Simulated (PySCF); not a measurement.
Si(F)2(Me)2 (C2H6F2Si), SMILES C[Si](C)(F)F. Atoms are numbered in the order given.

```xyz
11

C      1.5649     0.0000     0.9619
Si     0.0000     0.0000    -0.0275
C     -1.5649     0.0000     0.9619
F      0.0000    -1.2955    -1.0100
F      0.0000     1.2955    -1.0100
H      1.6196     0.8921     1.6059
H      2.4448     0.0000     0.2999
H      1.6196    -0.8921     1.6059
H     -2.4448     0.0000     0.2999
H     -1.6196     0.8921     1.6059
H     -1.6196    -0.8921     1.6059
```
Charge 0, spin multiplicity 1.

Coordinates come from a ωB97X-D3(BJ)/def2-SVP optimisation.

All values below come from TDDFT-M06-2X/def2-SVPD (PySCF).

Vertical excitations. The molecule is in vacuum. State labels are in the subgroup C2v.

Computed UV-visible absorptions:
```
state  symmetry  energy (eV)  λ (nm)      f                                            main pairs
-----  --------  -----------  ------  -----  ----------------------------------------------------
S1           B1         8.43     147  0.103                                        HOMO→LUMO 96 %
S2           A2         9.19     135  0.000                                      HOMO→LUMO+3 85 %
S3           B1         9.42     132  0.064                                      HOMO→LUMO+2 74 %
S4           A1         9.56     130  0.047                    HOMO→LUMO+1 83 %, HOMO−1→LUMO 13 %
S5           A2        10.20     122  0.000                                      HOMO→LUMO+4 94 %
S6           B1        10.31     120  0.075                    HOMO→LUMO+5 79 %, HOMO→LUMO+2 14 %
S7           A1        10.43     119  0.104                    HOMO−1→LUMO 81 %, HOMO→LUMO+1 13 %
S8           B1        10.70     116  0.013                                      HOMO−2→LUMO 82 %
S9           A2        10.71     116  0.000                                      HOMO−3→LUMO 84 %
S10          B1        10.91     114  0.045                                      HOMO→LUMO+7 78 %
T1           B1         8.26     150      0                                        HOMO→LUMO 93 %
T2           A2         8.89     139      0                    HOMO→LUMO+3 79 %, HOMO→LUMO+8 13 %
T3           B1         9.11     136      0  HOMO→LUMO+2 52 %, HOMO→LUMO+5 24 %, HOMO→LUMO+7 15 %
T4           A1         9.38     132      0                    HOMO→LUMO+1 73 %, HOMO−1→LUMO 19 %
```
Triplets are in the Tamm–Dancoff approximation, which puts them higher than full response would, so one can lie above its singlet here.
